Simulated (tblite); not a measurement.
Compound: C7H14O2Si.
Bonds: C1–C2, C2–O3 (double), C2–O4, O4–Si5, Si5–C6, C6–C7, C6–C8 (double), C8–C9, C8–C10. Hydrogens: H11, H12, H13 on C1; H14, H15 on Si5; H16, H17, H18 on C7; H19, H20, H21 on C9; H22, H23, H24 on C10.

A start from a force field or distance geometry was refined with GFN2-xTB geometry optimisation, gas phase (tblite 0.8.0). Values at the start:

```tsv
coordinate	start
C1–C2	1.492 Å
C1–H11	1.123 Å
C2=O3	1.264 Å
C2–O4	1.374 Å
O4–Si5	1.721 Å
Si5–C6	1.853 Å
Si5–H14	1.482 Å
C6–C7	1.490 Å
C6=C8	1.331 Å
C7–H16	1.130 Å
C8–C9	1.508 Å
C8–C10	1.498 Å
C9–H19	1.139 Å
C10–H22	1.095 Å
C1–C2–O3	119.7°
C1–C2–O4	124.0°
O3–C2–O4	116.3°
O4–Si5–C6	113.5°
Si5–C6–C7	123.2°
Si5–C6–C8	119.2°
C7–C6–C8	117.7°
C9–C8–C10	116.5°
C2–O4–Si5–C6	77°
O4–Si5–C6–C7	23°
Si5–C6–C8–C9	180°
```

Task: How do these coordinates change at the GFN2-xTB level?

Result: 
```csv
coordinate,GFN2-xTB (Å or °),change
C2=O3,1.202,-0.062
C9–H19,1.087,-0.052
C2–O4,1.322,-0.052
O4–Si5,1.671,-0.050
C7–H16,1.088,-0.042
C1–H11,1.086,-0.037
Si5–C6,1.884,+0.031
Si5–H14,1.462,-0.020
C6–C7,1.508,+0.018
C1–C2,1.507,+0.015
C6=C8,1.339,+0.008
C10–H22,1.090,-0.005
C8–C9,1.504,-0.004
C8–C10,1.497,-0.001
C1–C2–O4,112.5,-11.5
O3–C2–O4,122.9,+6.6
Si5–C6–C7,117.2,-6.0
C1–C2–O3,124.6,+4.9
O4–Si5–C6,110.0,-3.5
Si5–C6–C8,122.3,+3.1
C7–C6–C8,120.4,+2.7
C9–C8–C10,114.3,-2.2
O4–Si5–C6–C7,-4,-27
C2–O4–Si5–C6,72,-5
Si5–C6–C8–C9,176,-4
```

The energy falls by 24.5 kcal/mol over 213 L-BFGS steps, the largest force on an atom goes from 4.56 to 0.009 eV/Å, and the atoms move by 0.778 Å rms after alignment. The bond that changes most is C2=O3 (carbonyl carbon to carbonyl oxygen), which shortens by 0.062 Å. Bonds longer at the end by more than 0.005 Å: 5 of 23; shorter: 14. Among the dihedrals that turn most is C9–C8–C10–H22, from -129° to -65°. Rotational constants go from 2177, 569.9, 533.4 to 2395, 590.8, 524.9 MHz.

The run took 1.9 s wall on Arm Neoverse V2, one thread (shared host).

Its GFN2-xTB frequencies are all real (lowest 27 cm⁻¹). One conformer, not necessarily the lowest. 3 starts were optimised and ended at 0.00, 0.35 and 0.45 kcal/mol (GFN2-xTB); the lowest of these is shown.

All values are computed, not measured.
